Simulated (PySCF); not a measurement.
CH6OSi, SMILES C[SiH2]O. Atoms are numbered in the order given.

```xyz
9

Si    -0.1646     0.4484     0.1695
C      1.5611    -0.2392    -0.0279
O     -1.3284    -0.5928    -0.3834
H     -0.3329     1.6728    -0.6417
H     -0.3943     0.7694     1.6031
H      1.6998    -1.1467     0.5644
H      2.3019     0.4916     0.3073
H      1.7704    -0.4796    -1.0721
H     -1.4800    -1.4078     0.1004
```
Charge 0, spin multiplicity 1.

Geometry optimised at B3LYP-D3(BJ)/def2-TZVP. Other conformers were not sampled.

Computed with r2SCAN/def2-TZVPD (PySCF).

Mulliken values depend strongly on the basis, most of all with diffuse functions as here. ESP charges are fitted to the potential on shells at 1.4 to 2.0 van der Waals radii. Atomic charges (e):

| atom | meta-Löwdin | Mulliken | ESP fit |
|---|---|---|---|
| Si1 | 0.91 | 0.38 | 0.75 |
| C2 | -0.64 | -0.59 | -0.70 |
| O3 | -0.76 | -0.50 | -0.68 |
| H4 | -0.12 | -0.08 | -0.13 |
| H5 | -0.14 | -0.07 | -0.18 |
| H6 | 0.13 | 0.18 | 0.17 |
| H7 | 0.14 | 0.20 | 0.17 |
| H8 | 0.13 | 0.18 | 0.19 |
| H9 | 0.35 | 0.30 | 0.41 |
